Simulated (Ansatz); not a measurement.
Abstraction of Br: SiH(CH3)2Br + CH3 → SiH(CH3)2 + CH3Br

Species: SiH(CH3)2Br, singlet; CH3 `[CH3]`, doublet; SiH(CH3)2, doublet; CH3Br (bromomethane) `CBr`, singlet. A radical takes Br: the energy is the difference in strength between the Si–Br bond broken and the C–Br bond made.

Shapes, held fixed at every level: PBE0-D4/def2-TZVP. Programs: Ansatz 0.2.0. The zero-point and thermal change to 298 K, harmonic and unscaled (PBE0-D4/def2-TZVP), is +8.6 kJ/mol.

(1) Estimate ΔH(298 K) of this reaction.

## Answers

(1) The highest level, CCSD(T)/def2-TZVPP, gives ΔH(298 K) = +117.7 kJ/mol; the levels span +99.4 to +144.1. The column of differences is taken from that level and isn't an error. No measured value is set beside it here. Open shells run unrestricted. Relativity is left out for Br. Outer-core shells of Br are correlated, in sets that cover them unevenly. Times are processor times on shared x86 and Arm servers, and rough.

```csv
level,kind,ΔH(298 K) (kJ/mol),less CCSD(T)/def2-TZVPP,CPU time (sum over the molecules)
MP2/def2-TZVPP,perturbation theory,+118.9,+1.2,–
HF/def2-SVP,Hartree–Fock,+144.1,+26.4,–
PBE-D4/def2-TZVPP,GGA,+99.4,-18.3,20 s
r2SCAN-D4/def2-TZVPP,meta-GGA,+124.0,+6.3,36 s
B3LYP-D4/def2-TZVPP,global hybrid,+115.7,-2.0,33 s
PBE0-D4/def2-TZVPP,global hybrid,+112.2,-5.5,23 s
CCSD(T)/def2-TZVPP,coupled cluster or CI,+117.7,0.0,29 min
```
